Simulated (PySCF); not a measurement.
**I²⁺ (iodine, charge +2) across methods**

[Kr] 4d10 5s1 5p3 5d1, high-spin 6D determinant (an excited configuration). Calculation: PySCF 2.14, in aug-cc-pVTZ-DK3 (8s7p5d2f, 68 functions); scalar relativity by spin-free X2C-1e.

```
 method  E (hartree)  mean ε 5s α (eV)  mean ε 5p α (eV)  mean ε 5d α (eV)  Σ⟨r²⟩ (bohr²)   ⟨S²⟩
  TPSSh     -7113.12           -41.038           -28.764           -13.906          47.07  8.751
r2SCANh     -7113.42           -41.845           -29.235           -13.898          47.11  8.752
   PBE0     -7113.07           -42.426           -29.653           -14.434          47.07  8.751
 r2SCAN     -7113.43           -40.973           -28.677           -13.574          47.12  8.752
    LDA     -7106.82           -40.186           -28.197           -13.513          47.23  8.751
    UHF  -7110.64073           -48.893           -33.679           -16.644          47.41  8.752
  B3LYP     -7113.47           -41.787           -29.145           -14.098          47.26  8.751
```

Q: Estimate the same row for PBE.

A: E (hartree) = -7112.98; mean ε 5s α (eV) = -39.985; mean ε 5p α (eV) = -28.086; mean ε 5d α (eV) = -13.584; Σ⟨r²⟩ (bohr²) = 47.15; ⟨S²⟩ = 8.751.

The outer electron is Rydberg-like, and this basis confines it to a smaller radius and binds it less than a complete one would.
